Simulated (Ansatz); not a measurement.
# Worked example: HF + GeH(GeH3)(OH)2 → HOF + GeH2(GeH3)(OH)

Species: HF (hydrogen fluoride), singlet; GeH(GeH3)(OH)2, singlet; HOF (hypofluorous acid) `OF`, singlet; GeH2(GeH3)(OH), singlet. The partners trade H for OH: F–H and Ge–OH bonds give way to F–OH and Ge–H.

Shapes, held fixed at every level: PBE0-D4/def2-TZVP. Flexible molecules stand in one conformer, not always the lowest. Programs: Ansatz 0.2.0. Electronic energies: no zero-point or thermal term.

At CCSD(T)/def2-TZVPP; 1 Eh = 2625.50 kJ/mol:

```
       species   energy (Eh)
            HF   -100.344537
GeH(GeH3)(OH)2  -4305.139269
           HOF   -175.341719
GeH2(GeH3)(OH)  -4229.966474
```

Task: Work out ΔE of the reaction at this level.

Result: 
1. Products less reactants: (-175.341719) + (-4229.966474) − [(-100.344537) + (-4305.139269)] = 0.175613 Eh = +461.1 kJ/mol.

Other levels give +443.7 (B3LYP-D4/def2-TZVPP) to +491.9 kJ/mol (MP2/def2-TZVPP). No measured value is set beside it here. Relativity is left out for Ge. Outer-core shells of Ge are correlated, in sets that cover them unevenly.
